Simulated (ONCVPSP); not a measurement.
nickel (Ni): one change to an ONCV potential, before and after

ONCVPSP 4.0.1 input, shortened (lines: element, Z, core and valence counts, functional; n l f; lmax; l rc ep ncon nbas qcut; lloc lpopt rc5 dvloc0; l nproj debl; icmod fcfact rcfact), PW91, scalar-relativistic:

```
  Ni 28.00    3    5  -109134      upf
    1    0    2.00
    2    0    2.00
    2    1    6.00
    3    0    2.00
    3    1    6.00
    3    2    8.00
    4    0    1.00
    4    1    1.00
    2
    0    1.20    0.00    5    9   11.00
    1    1.35    0.00    3    7   10.30
    2    1.00    0.00    4    9   19.10
    4    3    0.80    4.00
    0    2    1.90
    1    2    2.70
    2    2    0.60
    2    0.35    1.00
```

All-electron outer shells of the reference configuration (PW91, scalar-relativistic, ld1.x):

```json
{"shell": "2s", "level (eV)": "-983.93", "outermost node (bohr)": "0.07", "outermost maximum (bohr)": "0.21"}
{"shell": "2p", "level (eV)": "-846.97", "outermost node (bohr)": "–", "outermost maximum (bohr)": "0.16"}
{"shell": "3s", "level (eV)": "-113.04", "outermost node (bohr)": "0.30", "outermost maximum (bohr)": "0.64"}
{"shell": "3p", "level (eV)": "-73.42", "outermost node (bohr)": "0.27", "outermost maximum (bohr)": "0.65"}
{"shell": "3d", "level (eV)": "-10.88", "outermost node (bohr)": "–", "outermost maximum (bohr)": "0.63"}
{"shell": "4s", "level (eV)": "-6.94", "outermost node (bohr)": "0.92", "outermost maximum (bohr)": "2.18"}
{"shell": "4p", "level (eV)": "-2.14", "outermost node (bohr)": "1.00", "outermost maximum (bohr)": "3.02"}
```

Change: p: nbas 8.

Cutoffs: the cutoffs (Ha) at which the residual kinetic energy of the hardest occupied pseudo-wave falls to 1 and 0.1 mHa per electron; they do not see the model core or the augmentation charge, which bear on the density cutoff. Errors are all-electron minus pseudo energies relative to the spin-unpolarised reference configuration.

Question: Predict the effect on cutoff, ghosts and configuration errors.

Answer: The potential gets neither clearly harder nor softer (116 Ha and 134 Ha → 116 Ha and 134 Ha); of the 4 tests that both files solve, the error grows in 1 and shrinks in 2 by more than 15 % and 0.3 meV (median size 1.0 → 0.8 meV); the range in which the p phases agree widens (upper end 1.6 → at the end of the scan); neither file shows a bound ghost.

| quantity | base | changed |
| --- | --- | --- |
| cutoff, loose | 116 Ha | 116 Ha |
| cutoff, tight | 134 Ha | 134 Ha |
| loose cutoff by channel | s 46 Ha, p 37 Ha, d 116 Ha | s 46 Ha, p 37 Ha, d 116 Ha |
| bound ghosts | none | none |
| GHOST(+) flags under 300 eV | p at 82.7 eV | none |
| error for 3s2 3p6 3d8 4s2 4p0, meV [ΔE -4.62 eV] | -0.3 | +0.3 |
| error for 3s2 3p6 3d8 4s1 4p0, meV [ΔE 4.77 eV] | -1.6 | -0.6 |
| error for 3s2 3p6 3d8 4s0 4p0, meV [ΔE 22.18 eV] | -2.2 | -1.0 |
| error for 3s2 3p6 3d9 4s0 4p0, meV [ΔE 1.73 eV] | +0.1 | +1.7 |
| s: phases at 1.22 bohr within 0.05 rad from the reference energy up to (Ha; the scan ends near 5) | to the end of the scan | to the end of the scan |
| p: phases at 1.37 bohr within 0.05 rad from the reference energy up to (Ha; the scan ends near 5) | 1.6 | to the end of the scan |
| d: phases at 1.01 bohr within 0.05 rad from the reference energy up to (Ha; the scan ends near 5) | to the end of the scan | to the end of the scan |
| rms error of d²Exc/dni dnj with the model core, mHa | 1.06 | 1.06 |
